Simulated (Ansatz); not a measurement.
The same path of C2H7N2OSb (13 atoms, charge 0, multiplicity 1) was run 3 times with different band settings. The coordinate that changes most is the height of N1 over the plane of its neighbours.

Level of theory: RKS PBE-D4/def2-SVP (Ansatz).

Relaxed end points:

```xyz
13
Properties=species:S:1:pos:R:3
N -1.696 -0.849 -0.988
Sb -1.281 1.075 -0.221
C 0.909 0.188 0.154
N 0.818 -1.212 0.343
C 1.365 1.004 1.307
O 1.889 2.104 1.245
H -2.607 -1.178 -0.640
H -1.761 -0.843 -2.015
H -0.786 1.698 -1.766
H 1.410 0.488 -0.787
H 0.046 -1.588 -0.251
H 0.578 -1.433 1.321
H 1.138 0.513 2.313
```

```xyz
13
Properties=species:S:1:pos:R:3
N -2.180 -0.090 -1.210
Sb -1.090 1.319 -0.125
C 0.777 -0.007 0.207
N 0.559 -1.398 0.499
C 1.584 0.735 1.219
O 1.679 1.956 1.241
H -2.620 -0.790 -0.600
H -1.645 -0.589 -1.933
H -0.452 2.002 -1.588
H 1.282 0.109 -0.776
H 0.039 -1.851 -0.262
H -0.010 -1.519 1.347
H 2.097 0.088 1.997
```

Common settings: movable images 7; climbing image yes; spring 5.0 eV/Å²; optimiser quadratic models (default); start path IDPP; force threshold 0.05 eV/Å; end points relaxed.

| run | iteration limit |
| --- | --- |
| 1 | 48 |
| 2 | 10 |
| 3 | 3 |

(1) What does each run give, and how far can it be trusted?

## Answers

(1) Run 1: converged after 21 iterations, highest image 0.182 eV above the first end. The top lies less than 8 meV above the higher end, about what the thresholds resolve: that end is a shoulder or a very shallow well. A vibrational analysis at the climbing image gives one clearly imaginary mode, 83i cm⁻¹: a first-order saddle point.
Run 2: not converged after 10 iterations, highest image 0.182 eV above the first end. The band didn't meet its force threshold, so its energies are provisional: the largest band force was still 0.57 eV/Å, and over the last iterations the top stayed at 0.19 eV.
Run 3: not converged after 3 iterations, highest image 0.194 eV above the first end. The band didn't meet its force threshold, so its energies are provisional: the largest band force was still 0.71 eV/Å, and over the last iterations the top moved between 0.19 and 0.22 eV.
